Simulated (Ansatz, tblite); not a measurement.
Spin states of RuO₂⁻ (the lowest doublet isomer of a short search), each relaxed with PBE0-D4/def2-TZVPD in Ansatz. Electronic energies in the gas phase.

In the def2 sets Ru takes a core potential; there is no spin–orbit coupling. The xTB rows come from tblite. LC-ωPBE has ω = 0.4 bohr⁻¹. B3LYP takes the VWN-RPA correlation. Correlated methods freeze 2 core orbitals; core or outer-core shells of Ru are correlated, in sets that lack core-valence functions. In CCSD on the charge -1 doublet the largest single amplitude is 0.26, so its Hartree–Fock determinant may place the open shell otherwise than the density functionals do. The structure comes from a short search, and lower isomers may exist.

Doublet geometry (C2v within 0.1 Å):

```tsv
atom	x (Å)	y (Å)	z (Å)
Ru1	-0.2506	-0.0772	0.0029
O2	-0.1122	0.7541	-1.4652
O3	0.3628	-0.6769	1.4623
```

Quartet geometry (C2v within 0.1 Å):

```xyz
3

Ru    0.3064    0.0290   -0.4037
O     0.4773   -1.3807    0.5822
O    -0.7837    1.3517   -0.1785
```

Run but left out: HF/def2-TZVPD, HF/def2-TZVPPD, MP2/def2-TZVPD, MP2/def2-TZVPPD (doublet: ⟨S²⟩ 1.17, where a pure state has 0.75).

Only these spin states were relaxed. Higher spins weren't run and may lie lower.

```
             level  quartet − doublet (kcal/mol)  lowest of these                                               remarks
          GFN1-xTB                          46.6          doublet                                                     –
          GFN2-xTB                          52.9          doublet                                                     –
 PBE-D4/def2-TZVPD                          15.9          doublet  HOMO above zero (doublet), HOMO above zero (quartet)
PBE0-D4/def2-TZVPD                          12.9          doublet                                                     –
LC-ωPBE/def2-TZVPD                          14.4          doublet                                                     –
ωB97M-V/def2-TZVPD                          17.0          doublet                                                     –
RPA@PBE/def2-TZVPD                          14.3          doublet                                                     –
```

**Question.** Estimate the rows for r2SCAN-D4/def2-TZVPD, B3LYP-D4/def2-TZVPD, BHLYP-D4/def2-TZVPD, ωB97X-V/def2-TZVPD, CCSD/def2-TZVPPD, CCSD(T)/def2-TZVPPD.

**Answer.** 
```tsv
level	quartet − doublet (kcal/mol)	lowest of these	remarks
r2SCAN-D4/def2-TZVPD	9.2	doublet	HOMO above zero (doublet), HOMO above zero (quartet)
B3LYP-D4/def2-TZVPD	15.1	doublet	HOMO above zero (quartet)
BHLYP-D4/def2-TZVPD	10.6	doublet	–
ωB97X-V/def2-TZVPD	17.3	doublet	–
CCSD/def2-TZVPPD	12.4	doublet	large T1 (0.056) (quartet), large T1 (0.062) (doublet), spin-contaminated (⟨S²⟩ 1.17) (doublet), spin-contaminated (⟨S²⟩ 4.01) (quartet)
CCSD(T)/def2-TZVPPD	16.4	doublet	large T1 (0.056) (quartet), large T1 (0.062) (doublet), spin-contaminated (⟨S²⟩ 1.17) (doublet), spin-contaminated (⟨S²⟩ 4.01) (quartet)
```

The xTB methods have no term that favours high spin, so they put low spin too low.

**Question.** How do the metal–ligand distances follow the spin state?

**Answer.** 
| state | donor atoms | mean metal–ligand distance (Å) | range (Å) | Mulliken spin on the metal (PBE0) |
| --- | --- | --- | --- | --- |
| doublet | 2 | 1.693 | 1.69–1.69 | 1.17 |
| quartet | 2 | 1.729 | 1.73–1.73 | 2.60 |

⟨S²⟩ at PBE0-D4/def2-TZVPD: doublet 0.75 (pure 0.75), quartet 3.77 (pure 3.75).
